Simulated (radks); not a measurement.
Task: These are the eigenvalues of the occupied orbitals of an atom or ion with whole-number occupations (hartree). Method: non-relativistic Kohn-Sham, LB94 model potential, spin-polarised, spherical densities, point nucleus; computed with a radial shooting solver on a logarithmic mesh with Libxc functionals.

orbital  eigenvalue
1s        -186.0852

Which element is it, and in what charge state? The configuration may be excited. Open shells, if any, are filled with parallel spins first.

Result: Z = 20, calcium, charge +18: Ca18+ in [He]. The 1s level, -186.09 hartree, gives Z - s = 19.3 by -(Z - s)^2/2, which with screening narrows Z to a few neighbours, and with so few levels the electron count can be read from the list.
